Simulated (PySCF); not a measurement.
Zn(I)2 anion (I2Zn), SMILES [I][Zn][I] (connectivity only; charge and spin as stated), charge -1, multiplicity 2. Atoms are numbered in the order given.

```xyz
3

Zn     0.0000     0.0000    -1.0353
I      0.0000    -2.3370     0.2930
I      0.0000     2.3370     0.2930
```
Charge -1, spin multiplicity 2.

Geometry optimised at PBE-D3(BJ)/def2-SVPD. The multiplicity is an assumed one; other spin states were not compared. The isomer is the one that the SMILES or the coordinates give; other isomers of the formula were not compared. The def2 effective core potentials stand for the cores of I; spin–orbit coupling is left out.

Level of theory: PBE-D3(BJ)/def2-SVPD (PySCF).

Frequencies are harmonic and unscaled.

Computed vibrational spectrum:
| mode | ν (cm⁻¹) | IR (km/mol) | moving atoms (share of kinetic energy) |
|---|---|---|---|
| 1 | 42 | 0.0 | I 78 %, Zn 22 % |
| 2 | 139 | 5.1 | Zn 57 %, I 43 % |
| 3 | 175 | 51.6 | Zn 75 %, I 25 % |
